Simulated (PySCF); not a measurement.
Indirect couplings

Bonds: Ti1-O3, Ti1-O8, Ti1-O13, O3-C4, O8-C9, O13-C14. Ti1 carries H2; C4 carries H5, H6, H7; C9 carries H10, H11, H12; C14 carries H15, H16, H17.

Method: PBE/pcJ-1 (pcSseg-1 on Ti) (without the spin–dipole term)//PBE0-D3(BJ)/def2-SVP, PySCF 2.14; isolated molecule, single conformer, non-relativistic. Couplings are averaged over pairs made equivalent by symmetry, fast rotation or ring inversion, so a value needn't be that of the named pair in this geometry, while other rotamers aren't included; one pair stands for each set, and the list holds those of at least 1.5 Hz over up to four bonds, among pairs with at least one H or C atom (others weren't computed).

Isotopes: ¹³C, ¹H, ¹⁷O. Couplings to quadrupolar nuclei such as 17O and 33S are rarely resolved in practice.

```csv
pair,bonds,J (Hz)
"O3, C4",1,?
"C4, H5",1,133.9
"H2, O3",2,4.0
"O3, H5",2,-2.8
"H5, H6",2,?
```

Problem. Estimate the withheld couplings, with signs.

Solution. 
- ¹J(O3,C4) = 20.7 Hz (bond length 1.382 Å)
- ²J(H5,H6) = -11.1 Hz (mean over equivalent pairs that range from -11.9 to -9.9 Hz in this conformer)
